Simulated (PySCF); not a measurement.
C3H8SeSi.
SMILES with atom numbers: `[CH2:1]=[C:2]([CH3:3])[SiH2:4][SeH:5]` (hydrogens: H6, H7 on C1; H8, H9, H10 on C3; H11, H12 on Si4; H13 on Se5)

Geometry (PBE0-D3(BJ)/def2-SVP, Å), atoms numbered from 1 in this order:
```xyz
13
C3H8SeSi angstrom
C     -0.0872   -0.8555    1.5865
C     -0.3304   -0.3269    0.3801
C     -1.2919   -0.9430   -0.5971
Si     0.5300    1.2530   -0.1687
Se     2.0961    2.0006    1.3173
H      0.6114   -0.3881    2.2883
H     -0.5856   -1.7749    1.9177
H     -1.7362   -1.8682   -0.1990
H     -0.7941   -1.1854   -1.5511
H     -2.1140   -0.2489   -0.8413
H      1.1538    1.0362   -1.5110
H     -0.4446    2.3803   -0.2861
H      3.0142    0.8885    1.0252
```

Level of theory: PySCF 2.14.0, PBE0-D3(BJ)/def2-SVP geometry optimisation, gas phase.

Masses are those of the commonest isotopes; rigid-rotor values at the optimised geometry. The values belong to one conformer with, in the numbering `[CH2:1]=[C:2]([CH3:3])[SiH2:4][SeH:5]`, C1–C2–Si4–Se5 5°, C2–Si4–Se5–H 70°.

(1) What are A, B and C (GHz)?

(2) What kind of rotor is it?

(3) Is it planar, by Δ = Ic − Ia − Ib?

(4) Give the other two planar moments, Paa and Pbb, and the rms extents of the mass along the axes.

(5) List the rotational levels J(Ka,Kc) to J = 2 (MHz).

(6) Predict some low-J microwave lines.

Results:

(1) Ia = 82.79, Ib = 467.55, Ic = 536.88 u·Å²; 505379 MHz·u·Å²/I gives 6104, 1081 and 941.3 MHz, that is A = 6.1044, B = 1.0809, C = 0.9413 GHz.

(2) A near-prolate asymmetric top. Ray's parameter κ = (2B − A − C)/(A − C) = -0.946; −1 is the prolate and +1 the oblate limit.

(3) Not planar: Δ = Ic − Ia − Ib = -13.45 u·Å². For a rigid frame Δ = −2 Σ m c², so Σ m c² = 6.73 u·Å² lies off the ab plane: 6.54 from hydrogen and 0.19 from heavier atoms. The atom farthest from that plane is 1.40 Å away.

(4) Paa = Σ m a² = (Ib + Ic − Ia)/2 = 460.82 and Pbb = Σ m b² = (Ia + Ic − Ib)/2 = 76.06 u·Å². With the mass M = 151.96 u, the rms extents √(P/M) along a, b and c are 1.74, 0.71, 0.21 Å.

(5) Above 0(0,0):
J = 1: 1(0,1) 2022, 1(1,1) 7046, 1(1,0) 7185
J = 2: 2(0,2) 6064, 2(1,2) 10951, 2(1,1) 11369, 2(2,1) 26440, 2(2,0) 26443
Those of J = 1 are B + C, A + C and A + B.

(6) The dipole components are |μa| = 1.50 D, |μb| = 0.19 D, |μc| = 0.63 D. Intensities carry the squares of the components, which stand as 1.00 : 0.02 : 0.18 (a : b : c). Some lines, for components of 0.1 D or more:

| type | branch | J(Ka,Kc) | MHz | lower level (cm⁻¹) |
| --- | --- | --- | --- | --- |
| a | R | 3(0,3) ← 2(0,2) | 6055 | 0.202 |
| a | R | 4(1,4) ← 3(1,3) | 7804 | 0.561 |
| a | R | 4(2,3) ← 3(2,2) | 8087 | 1.084 |
| a | R | 5(3,3) ← 4(3,2) | 10121 | 2.204 |
| a | R | 5(3,2) ← 4(3,1) | 10121 | 2.204 |
| c | Q | 5(2,4) ← 5(1,4) | 14245 | 1.216 |
| b | Q | 3(2,1) ← 3(1,2) | 14877 | 0.589 |
| b | Q | 3(2,2) ← 3(1,3) | 15700 | 0.561 |
| c | R | 5(1,4) ← 4(0,4) | 16274 | 0.673 |
| c | R | 4(2,2) ← 3(1,2) | 22993 | 0.589 |
| c | R | 5(2,3) ← 4(1,3) | 24792 | 0.867 |
| c | Q | 4(3,2) ← 4(2,2) | 25433 | 1.355 |
| b | Q | 3(3,0) ← 3(2,1) | 25454 | 1.085 |
| c | R | 5(2,4) ← 4(1,4) | 26088 | 0.821 |
| b | R | 5(2,3) ← 4(1,4) | 26188 | 0.821 |
| c | R | 4(3,2) ← 3(2,2) | 33563 | 1.084 |
| b | R | 4(3,1) ← 3(2,2) | 33563 | 1.084 |
| c | R | 5(4,2) ← 4(3,2) | 45765 | 2.204 |

Not checked by PBE0-D3(BJ)/def2-SVP frequencies. These are rigid-rotor constants of the computed structure; measured ground-state constants (B0) also hold zero-point vibration. A rigid rotor knows nothing of internal rotation, which can split or shift real lines.
